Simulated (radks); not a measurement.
The table gives one normalised radial function P(r) = r R(r) of K3+ in [Ne] 3s1 3p4 3d1 (r in bohr). Calculated with a radial shooting solver on a logarithmic mesh with Libxc functionals: scalar-relativistic Kohn-Sham, BP86, spin-polarised, spherical densities, finite nucleus; open shells are filled with parallel spins first; Fermi nuclear charge, rms radius 3.4349 fm.

| r | P |
|---|---|
| 0.01006 | 0.0207 |
| 0.01289 | 0.0329 |
| 0.01639 | 0.0512 |
| 0.021 | 0.0801 |
| 0.0267 | 0.1224 |
| 0.03421 | 0.1869 |
| 0.04349 | 0.2767 |
| 0.05574 | 0.4058 |
| 0.07085 | 0.5722 |
| 0.09007 | 0.7803 |
| 0.1154 | 1.0300 |
| 0.1467 | 1.2804 |
| 0.188 | 1.5032 |
| 0.239 | 1.6265 |
| 0.3063 | 1.6027 |
| 0.3894 | 1.4118 |
| 0.499 | 1.0753 |
| 0.6344 | 0.6999 |
| 0.8064 | 0.3746 |
| 1.033 | 0.1520 |
| 1.314 | 0.0464 |
| 1.684 | 0.0091 |
| 2.14 | 0.0011 |
| 2.743 | 0.0001 |
| 3.486 | 0.0000 |
| 4.468 | 0.0000 |
| 5.68 | 0.0000 |

Which n and l does it have? It may be an empty orbital.

Answer. n = 2, l = 1: the number of nodes gives n - l - 1 = 0, the rise at small r (about r^(l+1)) gives l, and the extent must fit the shell. The curve is that of 2p up; the table hardly tells the two spins apart. 2p up: eigenvalue -326.48 eV, 0 radial nodes, <r> = 0.350 bohr, 90 % of the charge inside 0.578 bohr.
